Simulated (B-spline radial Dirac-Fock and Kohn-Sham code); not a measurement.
What relativity does to the binding energies of Au⁷¹⁺

System: gold as Au⁷¹⁺, [He] 2s2 2p4.

Both columns are ΔSCF binding energies of the configuration average from a radial B-spline solver: non-relativistic Hartree-Fock with a point nucleus, and Dirac-Fock with a finite nucleus and the Coulomb interaction alone, averaged over the two j levels with weights 2j+1.

| shell | Hartree-Fock (eV) | Dirac-Fock (eV) | shift (eV) | shift (%) |
| --- | --- | --- | --- | --- |
| 1s | 80794.2 | 88725.8 | +7931.56 | +9.82 |
| 2s | 18839.9 | 21179.3 | +2339.41 | +12.42 |
| 2p | 18533.6 | 19467.1 | +933.51 | +5.04 |

Relativity binds 1s, 2s, 2p more strongly, among those listed most of all 2s in relative terms.

Values without a named source are computed, but for edge energies of neutral atoms, which are taken from tables.
